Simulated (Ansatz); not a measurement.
```yaml
crystal:
  periodic: [false, false, false]
  atoms:
    - {symbol: O, position_ang: [-1.389975, -1.146852, 0.077769]}
    - {symbol: Ta, position_ang: [-0.287936, 0.167792, 0.160276]}
    - {symbol: O, position_ang: [1.225017, -0.371949, 1.172654]}
    - {symbol: O, position_ang: [0.255031, 0.615363, -1.603286]}
    - {symbol: F, position_ang: [-1.149854, 1.629211, 0.981236]}
    - {symbol: H, position_ang: [1.413194, -1.202200, 1.611111]}
    - {symbol: H, position_ang: [-0.004378, 0.240635, -2.445460]}
basis:
  gaussian: {orbitals: ANO-RCC-VTZP, fitting: {mean_field: cc-pVTZ-jkfit}}
hamiltonian: {xc: {name: B97}}
accuracy: high
```

```sh
$ ansatz run in.yaml --threads 4 --pin off --events-out ev --progress --plain --max-ram 10444MiB
```

Problem. How does Ansatz answer? (Best estimate.)

Solution. Computed: The input was rejected before any iteration.
```
Functional definition: B97
Error: <dir> the basis set cc-pVTZ-JKFIT has no functions for Ta
```
